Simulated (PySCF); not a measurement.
Precursor series Cd NH2-Br. Isolated molecules, 0 K electronic values unless said otherwise. One relaxed conformer stands for each flexible species; it need not be the lowest.

The HOMO–LUMO gap from two functionals at the same geometries (PBE-D3(BJ)/def2-SVP), both in PySCF: PBE-D3(BJ)/def2-TZVP and TPSSh-D3(BJ)/def2-TZVP. 

```tsv
species	TPSSh-D3(BJ)/def2-TZVP (eV)
0 of 2 NH2 replaced by Br ([Cd(NH2)2])	4.93
1 of 2 NH2 replaced by Br ([Cd(NH2)(Br)])	4.80
2 of 2 NH2 replaced by Br	4.95
```

Question: What does PBE-D3(BJ)/def2-TZVP give for each?

Answer: 
- 0 of 2 NH2 replaced by Br ([Cd(NH2)2]): 3.91
- 1 of 2 NH2 replaced by Br ([Cd(NH2)(Br)]): 3.76
- 2 of 2 NH2 replaced by Br: 3.90
Over these rows, drawn at random from the members with no instability flagged (it was tested for open shells, ions and some series alone), PBE minus TPSSh-D3(BJ): mean -1.04 eV, from -1.06 eV to -1.02 eV.
